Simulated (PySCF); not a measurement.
Bonds (- single, = double, # triple, : aromatic): C1-B2, B2-C3, B2-C4, C4-C5, C5#N6, C4=C7, C7-C8, C7-C9. C1 carries H10, H11, H12; C3 carries H13, H14, H15; C8 carries H16, H17, H18; C9 carries H19, H20, H21.

Computed data (PySCF 2.14.0 with density-fitted response routines): NMR shieldings at CAM-B3LYP/pcSseg-1/GIAO, structure optimised with PBE0-D3(BJ)/def2-SVP. Fast rotation and ring inversion assumed for equivalent nuclei, single conformer, gas phase, non-relativistic Hamiltonian.

δ = σ(ref) − σ, references computed at the same level: TMS for ¹³C, ¹H; ¹¹B against BF3·OEt2; NH3 for ¹⁵N.

| atoms | nucleus | count | δ (ppm) |
| --- | --- | --- | --- |
| C5 | ¹³C | 1 | 125.9 |
| C7 | ¹³C | 1 | 183.6 |
| C8 | ¹³C | 1 | 28.0 |
| H19/H20/H21 | ¹H | 3 | ? |
| C1/C3 | ¹³C | 2 | 16.4 |
| H10/H11/H12/H13/H14/H15 | ¹H | 6 | 1.14 |
| H16/H17/H18 | ¹H | 3 | 2.26 |
| B2 | ¹¹B | 1 | ? |
| C9 | ¹³C | 1 | ? |
| N6 | ¹⁵N | 1 | 327.6 |
| C4 | ¹³C | 1 | 126.4 |

Fill in the missing shifts.

## Answers


- C9: 25.2 ppm, allylic methyl carbon; aliphatic region, no heteroatom directly attached
- H19/H20/H21: 1.96 ppm, hydrogen on an allylic methyl carbon; allylic position
- B2: 83.4 ppm, boron bonded to 3 C

A carbon bonded to boron is broadened by the quadrupolar boron nucleus and is often missing from a measured spectrum. Shifts are as computed, not scaled to solution data. Of 1309 compounds with measured shifts, 239 miss one by over three times the rms of a fit or turn the order of signals round; such compounds aren't used in these exercises. Experimental scales use liquid or dissolved standards, which lie at an offset from isolated NH3 (liquid NH3: subtract about 20 ppm). Unscaled 15N shifts of sp2 nitrogen come out 20 to 40 ppm too high even then.
